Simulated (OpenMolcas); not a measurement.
# Ar⁴⁺: effect of the active space

| Quantity | Value |
| --- | --- |
| Program | OpenMolcas |
| Method | SS-CASPT2, IPEA 0.25 Eh, imaginary shift 0.1 Eh |
| Basis | ANO-R1 |
| Scalar Hamiltonian | X2C, finite nucleus |
| Spin-orbit coupling | RASSI with atomic mean-field integrals over the reference wave functions, term energies averaged over their components |

A. 2 electrons in 3 orbitals (3p); 2S+1 = 3 even, 3 roots; 2S+1 = 1 even, 6 roots; closed shells correlated: 2s 2p 3s; CASPT2 step roughly 0.8 core-seconds
B. 4 electrons in 4 orbitals (3s 3p); 2S+1 = 3 even, 6 roots; 2S+1 = 1 even, 11 roots; 2S+1 = 5 odd, 1 root; 2S+1 = 3 odd, 9 roots; 2S+1 = 1 odd, 8 roots; closed shells correlated: 2s 2p; CASPT2 step about 3 core-seconds

Energies in cm-1 above 3s2 3p2 3P0, the measured ground level; measured values from Saloman, J. Phys. Chem. Ref. Data 39, 033101 (2010).

```tsv
Level	A	B	Measured
3s2 3p2 3P0	0.0	0.0	0.0
3s2 3p2 3P1	777	753	763
3s2 3p2 3P2	2090	2010	2029
3s2 3p2 1D2	17970	17590	16299
3s2 3p2 1S0	40630	38150	37912
```

Deviations, from unrounded energies. A percentage is the sum of absolute deviations over the sum of measured energies, with the sign that they share, or ± where signs differ.

| Against measurement | Levels | A | B |
| --- | --- | --- | --- |
| mean absolute deviation (cm-1) | 4 | 1100 | 390 |
| fine structure of the ground term (%) | 2 | +2.6 | -0.9 |
| other terms of the ground configuration (%) | 2 | +8.1 | +2.8 |

B lies closest to measurement on these levels. The largest miss of B in the table is 3s2 3p2 1D2, by +1300 cm-1. The ranking rests on the paired levels alone, and a cruder setting can come out closer through cancelling errors.

Between A and B the level of the table that moves most is 3s2 3p2 1S0, by 2500 cm-1 (lowest in B, highest in A). Moves below CASPT2's spread within the term are not significant.

CASPT2 does not keep the components of a term degenerate, so their means are used; among the terms shown or strongly mixed into the levels shown the widest spread is 120 cm-1 (3s2 3p2 1D, A). Over all roots computed the reference weight is 0.87 to 0.99 in B; the roots of lowest weight are the least certain, and an intruder state may touch them. The basis is small and was not contracted for so high a charge. With the s shell closed, the reference lacks s² → p² mixing (holds for A). Computed and measured levels are paired by configuration, term and J; levels that our copy of the source lacks, or whose pairing is in doubt (as where it misses far off the trend of its configuration), stay unpaired and out of the deviations. Only configurations of the active space appear. The table leaves out levels that lie high or whose names do not pair safely across all columns.
